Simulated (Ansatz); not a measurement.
```yaml
crystal:
  periodic: [false, false, false]
  atoms:
    - {symbol: Sn, position_ang: [-0.126414, 0.050914, -0.077992]}
    - {symbol: I, position_ang: [1.375073, -0.725015, 0.734680]}
    - {symbol: H, position_ang: [-0.844266, 0.103237, 0.639185]}
    - {symbol: H, position_ang: [-0.428616, -0.636221, -0.995777]}
    - {symbol: H, position_ang: [0.171312, 0.983271, -0.435607]}
basis:
  gaussian: {orbitals: def2-mTZVPP, final_grid: {core_spheres: 8, valence_spheres: 7, degree: 23}}
hamiltonian: {xc: {name: HF}}
correlation: {method: mp2}
accuracy: high
```

```sh
$ ansatz run in.yaml --threads 4 --pin off --events-out ev --progress --plain --max-ram 10444MiB
```

Output, abridged:

```
Functional definition: HF
1776 factors; integrals over basis functions are off by at most 3.2e-9 eV
mean field evaluation 1: about -13885.2144 eV, gradient 1.7e1 eV
mean field evaluation 2: about -13885.3893 eV, gradient 1.7e1 eV
mean field evaluation 4: about -13886.1225 eV, gradient 1.8e0 eV
mean field evaluation 8: about -13886.1318 eV, gradient 7.8e-2 eV
mean field evaluation 16: about -13886.1319 eV, gradient 2.4e-8 eV
mean field -13886.13189313 eV, -510.3059347144 hartree, gradient 2.4e-8 eV, S^2 0.000000; 0 other end points of the search recorded, 0 dependent functions left out
8 core orbitals not correlated: weight in the atoms' cores, before any rotation towards them, 0.999 or more for the frozen orbitals, at most 0.000 for the correlated occupied ones
reference -13886.13189313 eV, -510.3059347144 hartree; 17, 17 occupied and 62, 62 virtual orbitals, 1776 factors
second order -10.08678643 eV of doubles, -0.00000000 eV of singles
Total energy: -13896.21867956 eV, -510.6766172787 hartree
```

In this input the geometry is squeezed to about two thirds of its size. The run converged. The result belongs to that input, not to the molecule as meant.
